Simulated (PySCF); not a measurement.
C2H6AlN.
SMILES: `C#[C][AlH2-][NH3+]`

The closed-shell ground state was solved at several levels (PySCF, density fitting, gas phase, non-relativistic). Geometry: PBE0-D3(BJ)/def2-SVP; no solvent, vibrations or thermal averaging.

| level | basis functions | HOMO (eV) | LUMO (eV) | gap (eV) | dipole (D) |
| --- | --- | --- | --- | --- | --- |
| PBE0/pcSseg-1 | 105 | -7.17 | -0.26 | 6.91 | 5.56 |
| PBE0/def2-SVPD | 132 | -7.20 | -0.54 | 6.66 | 5.31 |

**Question.** What might wB97X-D/pcSseg-2 (235 basis functions) give for the same quantities?

**Answer.** HOMO -9.08 eV, LUMO 1.09 eV, gap 10.17 eV, dipole 5.44 D.

**Question.** Over all these levels, which gives the widest orbital gap and which the narrowest?

**Answer.** wB97X-D/pcSseg-2 (range-separated hybrid) has the widest, 10.17 eV, and PBE0/def2-SVPD (global hybrid, 25 % exact exchange) the narrowest, 6.66 eV. Functional and basis both differ between the two, so the spread mixes both effects.

**Question.** How far do the dipole and the HOMO energy spread over the levels?

**Answer.** The dipole runs from 5.31 to 5.56 D (mean 5.44 D) and the HOMO from -9.08 to -7.17 eV.
